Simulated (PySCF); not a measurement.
Species: C₈H₇F₃O.
Numbering: `[O:1]=[C:2]1[CH:3]=[CH:4][C@H:5]([C:6]([F:7])=[C:8]([F:9])[F:10])[CH2:11][CH2:12]1` (hydrogens: H13 on C3; H14 on C4; H15 on C5; H16, H17 on C11; H18, H19 on C12)

Geometry (PBE0-D3(BJ)/def2-SVP, Å), atoms numbered from 1 in this order:
```
atom  x, y, z in Å
O1    -3.316    0.985    1.077
C2    -2.247    0.599    0.659
C3    -1.676   -0.703    1.068
C4    -0.487   -1.138    0.627
C5     0.406   -0.335   -0.283
C6     1.844   -0.569    0.034
F7     2.231   -0.219    1.265
C8     2.755   -1.067   -0.801
F9     2.470   -1.444   -2.027
F10    4.017   -1.247   -0.511
C11    0.058    1.157   -0.216
C12   -1.440    1.384   -0.354
H13   -2.297   -1.309    1.733
H14   -0.129   -2.131    0.922
H15    0.250   -0.701   -1.315
H16    0.406    1.547    0.755
H17    0.609    1.702   -0.997
H18   -1.780    1.051   -1.353
H19   -1.715    2.444   -0.264
```

Level of theory: PySCF 2.14.0, density-fitted response routines, TDDFT PBE0/def2-SVPD, vertical, gas phase, core orbitals frozen in the response.

Ground-to-excited transition dipoles (e·a0, same axes as the geometry; the sign carries no meaning), for the states with f of 0.002 or more among the lowest 8:

```tsv
state	E (eV)	μx	μy	μz
S2	4.780	-0.338	0.119	0.134
S3	5.968	1.288	-0.734	-0.291
S4	6.410	0.090	-0.014	-0.080
S5	6.510	-0.003	0.311	-0.088
S6	6.867	0.102	-0.015	0.037
S7	6.952	0.220	-0.067	-0.107
S8	7.039	0.377	-0.167	-0.151
```

Question: Work out the oscillator strengths.

Answer: f = (2/3) ΔE |μ|² with ΔE in hartree (27.2114 eV).

```
state  |μ|² (au)  |μ| (D)      f
   S2      0.146     0.97  0.017
   S3      2.283     3.84  0.334
   S4      0.015     0.31  0.002
   S5      0.105     0.82  0.017
   S6      0.012     0.28  0.002
   S7      0.064     0.64  0.011
   S8      0.193     1.12  0.033
```

Question: Which bond between heavy atoms lies closest to the direction of the S3 transition dipole?

Answer: C3–C4 and O1–C2, at 12° from it; next C11–C12 at 27°.

Question: What angle do the transition dipoles of S3 and S5 make?

Answer: |cos θ| = |μa·μb| / (|μa| |μb|) = 0.42, so θ ≈ 65° (taken between 0 and 90°, since the signs are arbitrary).

Question: What peak molar absorption coefficient would the strongest computed level give as a lone Gaussian band 0.5 eV wide at half height?

Answer: ε(max) = 2.175×10⁸ f / FWHM, with the width in cm⁻¹. S3: 2.175×10⁸ × 0.3338 / 4033 ≈ 18000 L mol⁻¹ cm⁻¹.

One conformer stands for the species.
